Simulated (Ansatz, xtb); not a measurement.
# Relative energy of two structures of FN2Si−

Structure I is a singlet given by its coordinates and structure II is `[N-]=N[Si]F`, a singlet. Both are isolated ions in the gas phase, relaxed with B3LYP-D3(BJ)/def2-SVPD; the shapes shown needn't be the lowest conformers.

I (Å):

```csv
atom,x (Å),y (Å),z (Å)
F,-1.3095,0.8877,1.2978
N,-0.0090,0.1128,-1.0307
N,0.6616,-0.4273,-0.1503
Si,0.1540,1.3159,0.4443
```

Close contacts (Å): F1–Si4 1.75, N2–N3 1.23, N2–Si4 1.91, N3–Si4 1.91.

II (Å):

```xyz
4

F     1.5584   -3.4640    0.6586
N    -1.4150   -3.3811    2.7452
N    -0.2685   -3.3855    2.5397
Si    1.4994   -3.3840    2.4067
```

Which of the two would you expect CCSD(T)/def2-TZVPPD electronic energies to favour?

Structure I; the calculation gives E(II) − E(I) = +26.5 kJ/mol.

Level by level:

| level | geometry | E(II) − E(I) (kJ/mol) | departure from the last row (kJ/mol) | job, with rough time for the two |
| --- | --- | --- | --- | --- |
| GFN2-xTB | GFN2-xTB | −29.1 | −55.6 | optimisation, 0.13 s |
| HF/STO-3G | GFN2-xTB | +145.5 | +119.0 | single point, 0.12 s |
| r2SCAN-D4/def2-SVPD | GFN2-xTB | +43.4 | +16.9 | single point, 1.1 s |
| B3LYP-D3(BJ)/def2-SVPD | B3LYP-D3(BJ)/def2-SVPD | +14.5 | −12.0 | optimisation, 6.4 s |
| HF/def2-TZVPPD | B3LYP-D3(BJ)/def2-SVPD | +40.6 | +14.1 | part of the CCSD(T) run |
| MP2/def2-TZVPPD | B3LYP-D3(BJ)/def2-SVPD | +27.4 | +0.9 | part of the CCSD(T) run |
| CCSD(T)/def2-TZVPPD | B3LYP-D3(BJ)/def2-SVPD | +26.5 |  | single point, 25 s |

GFN2-xTB puts the two in the other order. The largest departure from CCSD(T)/def2-TZVPPD is that of HF/STO-3G, 119.0 kJ/mol.

With harmonic frequencies from B3LYP-D3(BJ)/def2-SVPD (ideal gas, rigid rotor, one conformer each, 298.15 K, 1 atm): the zero-point term adds +0.4 kJ/mol; ΔH is +27.5 and ΔG +25.6 kJ/mol.

The T1 diagnostic of structures I and II is large, so the coupled-cluster value is less sure. The correlated steps freeze 8 core orbitals. Run with Ansatz 0.2.0, xtb 6.7.1; the last row on 2 threads of Intel(R) Xeon(R) 6975P-C (Granite Rapids) on a shared host.
